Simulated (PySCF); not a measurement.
**AgO₂⁻, triplet: computed properties**

Level of theory: UB3LYP/[Ag def2-SVPD with ECP28, O def2-SVPD], scalar-relativistic core potentials, density fitting, no spin–orbit coupling, PySCF.

The structure is a minimum.

Coordinates in bohr (charge -1 multiplicity 3):
```
Ag    0.0000    0.0000    0.0000
O     0.0000    0.0000    3.5789
O     0.0000    0.0000   -3.5789
```

```json
{
 "Point group": "D∞h",
 "Bond lengths": "Ag–O 1.894 Å (×2)",
 "Bond angles": "O–Ag–O 180.0°",
 "Principal polarisabilities": "43.0, 43.0, 132.4 bohr³",
 "Rotational constants": "0.1469 cm⁻¹",
 "Zero-point energy": "9.2 kJ/mol",
 "Highest occupied level (β)": "-1.16 eV",
 "Heat capacity Cp at 298.15 K": "53.4 J/(mol K)",
 "Principal quadrupole moments (Buckingham, traceless) about the centre of mass": "-22.31, 11.16, 11.16 D Å",
 "Entropy at 298.15 K and 1 bar (electronic part: spin only)": "268.1 J/(mol K)",
 "Lowest empty level (β)": "1.11 eV",
 "Enthalpy at 298.15 K above 0 K": "12.85 kJ/mol",
 "Dipole moment about the centre of mass": "0.00 D",
 "Spin squared ⟨S²⟩": "2.057",
 "Rotational symmetry number": "2"
}
```

Harmonic modes (masses in u: Ag 106.905, O 15.995):
```
symmetry  ω (cm⁻¹)  IR (km/mol, summed over degenerate members)  μ (u)
      πu       152                                         54.7  19.89
     σg+       550                                          0.0  15.99
     σu+       679                                         35.9  19.89
```

In D∞h the vibrations span πu + σg+ + σu+. The σg+ mode carries no infrared intensity, as symmetry demands. With a centre of inversion only u modes can be infrared active and only g modes Raman active.

Charges (e); Mulliken and Löwdin values are unreliable with diffuse functions:
```
atom  Mulliken  Löwdin  polar tensor  spin (Mulliken)  Mayer order to Ag1
 Ag1      0.63    0.44          0.10             0.20                   –
O2,3     -0.81   -0.72         -0.55             0.90                0.74
```
Other Mayer orders above 0.3: O–O 0.53.

Mulliken populations on Ag1 (electrons outside its core potential): s 2.92, p 6.07, d 9.38, f 0.00.

Outer orbital energies (eV). α occupied: -4.99, -4.99, -3.85, -3.85, -3.31, -2.49, -2.49, -2.18; empty: 3.84, 4.44, 4.44, 4.84. β occupied: -5.27, -5.27, -4.79, -4.79, -2.58, -1.93, -1.16, -1.16; empty: 1.11, 1.11, 3.95, 4.63.

Formally Ag is in oxidation state +3, d8, with 2 unpaired electrons (the high-spin count). The Mulliken spin on Ag is 0.20, so most of the spin sits on the ligands and the formal count fails. The polar-tensor charge on Ag, 0.10, is far below the formal one.

Only a few start shapes were tried, so a lower isomer may exist. Other spin states or occupations of the open shell can lie lower. The lowest empty level of this anion is unbound, so it and the gap depend on the basis. At this level a triplet minimum of D∞h symmetry lies 27 kJ/mol below this structure.

The final relaxation and frequency run took of the order of 40 core-seconds on a shared host.
